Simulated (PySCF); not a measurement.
From one molecule to another.

First species: C4H11F3N2Si.
SMILES: `CCN[Si@@H](NC)C(F)(F)F`

Second species: C₇H₈O₂Si.
Z-matrix (Å and degrees, GFN2-xTB geometry), rows numbered from 1:
```
C 
C   1  1.3379
O   2  1.3766  1  121.70
C   3  1.3724  2  108.71  1   179.83
C   4  1.3334  3  122.66  2  -179.78
C   4  1.4560  3  107.12  2     0.10
C   6  1.4372  4  130.21  3   179.99
O   7  1.2146  6  121.62  4   179.77
C   6  1.3662  4  108.82  3    -0.06
Si  9  1.8845  2  132.40  1     0.05
H   1  1.0745  2  121.00  3     0.08
H   1  1.0720  2  120.30  3  -179.93
H   5  1.0737  4  121.04  3    -0.06
H   5  1.0727  4  120.80  3   179.95
H   7  1.1019  6  117.34  4    -0.26
H  10  1.4740  9  104.90  2     0.23
H  10  1.4571  9  108.86  2   115.77
H  10  1.4572  9  108.65  2  -115.22
```

Levels: PBE0/pcSseg-1 for dipole moment, HOMO energy, LUMO energy and HOMO–LUMO gap; GFN2-xTB for rotational constant A and rotational constant C. Geometries: GFN2-xTB. All species are isolated and taken at one optimised geometry, non-relativistic unless stated; the electronic structure was computed with PySCF and density fitting.

Dipoles, sizes and rotational constants follow the conformer. The torsions of the flexible species, by atom-mapped SMILES:
- `[CH3:1][CH2:2][NH:3][Si@@H:4]([NH:5][CH3:6])[C:7]([F:8])([F:9])[F:10]`: C1–C2–N3–Si4 83°, C2–N3–Si4–N5 72°, N3–Si4–N5–C6 168°, N3–Si4–C7–F8 -66°
- `[CH2:1]=[c:2]1[o:3][c:4](=[CH2:5])[c:6]([CH:7]=[O:8])[c:9]1[SiH3:10]`: C4–C6–C7–O8 180°

Problem. Which has the higher dipole moment?

Solution. The first: 3.73 D against 1.17 D, a difference of 2.56 D.

Problem. Which of the two has the higher HOMO–LUMO gap, and by how much?

Solution. The first: 7.47 eV against 3.51 eV, a difference of 3.96 eV.

Problem. Which of the two has the higher HOMO energy, and by how much?

Solution. The second: -6.43 eV against -6.91 eV, a difference of 0.48 eV.

Problem. Which of the two has the higher rotational constant A, and by how much?

Solution. The second: 1.532 GHz against 1.421 GHz, a difference of 0.111 GHz.

Problem. Which has the higher rotational constant C?

Solution. The second: 0.669 GHz against 0.576 GHz, a difference of 0.093 GHz.

Problem. Which has the higher LUMO energy?

Solution. The first: 0.56 eV against -2.92 eV, a difference of 3.48 eV.

On the first: The dipole equals about 12.4 × 10⁻³⁰ C·m (1 D = 3.33564 × 10⁻³⁰ C·m).

On the second: In atomic units the dipole is 0.46 e·bohr (1 au = 2.5417 D).
